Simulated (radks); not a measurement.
Values are calculated unless marked as measured or tabulated.
Polarisability of the vanadium ion V+, [Ar] 3d4, at imaginary frequency. Code: a radial shooting solver on a logarithmic mesh with Libxc functionals. Model: non-relativistic Kohn-Sham, exchange-only LDA, spin-polarised, spherical densities, point nucleus; open shells are filled with parallel spins first. Response by self-consistent Sternheimer equations with the Hartree and adiabatic exchange-only LDA kernel.

| w (hartree) | alpha1(iw) (bohr^3) |
|---|---|
| 0.00266 | 20.83 |
| 0.0143 | 20.68 |
| 0.0360 | 19.88 |
| 0.0697 | 17.80 |
| 0.118 | 14.57 |
| 0.186 | 11.22 |
| 0.280 | 8.485 |
| 0.413 | 6.360 |
| 0.605 | 4.659 |
| 0.892 | 3.271 |
| 1.35 | 2.139 |
| 2.12 | 1.238 |
| 3.59 | 0.5874 |
| 6.94 | 0.2052 |
| 17.5 | 0.04319 |

Static values: alpha1 = 20.83 bohr^3 (3.087 angstrom^3; uncoupled 25.48). C6 = 80.38, triple-dipole C9 = 1043 atomic units. One-pole (London) frequency 4 C6 / (3 alpha1^2) = 0.247 hartree, against 0.340 for minus the highest occupied eigenvalue. The dipole shielding factor is 0.957, as the force sum rule N/Z = 0.957 demands.
